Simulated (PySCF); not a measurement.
H₂O₄P, SMILES [O]P(=O)(O)O, multiplicity 2.

The structure is a stationary point at PBE0-D3(BJ)/def2-SVP. The isomer is the one that the SMILES or the coordinates give; other isomers of the formula were not compared. Other conformers were not sampled.

These are TDA-CAM-B3LYP/def2-SVPD in PySCF values and carry that method's errors.

Vertical excitations. Isolated molecule, no solvent.

Task: Give excitation energies, oscillator strengths and character. (An estimate is asked for; the answer gives what the named calculation found.)

Result: 
| state | energy (eV) | λ (nm) | f | main pairs |
|---|---|---|---|---|
| root 1 | 0.94 | 1314 | 0.000 | β HOMO→LUMO 94 % |
| root 2 | 2.26 | 548 | 0.001 | β HOMO−2→LUMO 92 % |
| root 3 | 2.76 | 448 | 0.072 | β HOMO−1→LUMO 83 % |
| root 4 | 3.18 | 390 | 0.001 | β HOMO−3→LUMO 88 % |
| root 5 | 4.88 | 254 | 0.014 | β HOMO−4→LUMO 89 % |
| root 6 | 5.20 | 238 | 0.077 | β HOMO−6→LUMO 53 %, β HOMO−5→LUMO 25 % |
| root 7 | 5.85 | 212 | 0.002 | β HOMO−5→LUMO 64 %, β HOMO−6→LUMO 26 % |
| root 8 | 6.44 | 193 | 0.009 | β HOMO−7→LUMO 85 % |
| root 9 | 7.26 | 171 | 0.004 | β HOMO−8→LUMO 88 % |
| root 10 | 7.76 | 160 | 0.000 | α HOMO→LUMO 9 %, β HOMO→LUMO+1 78 % |
Unrestricted roots are not spin-pure.
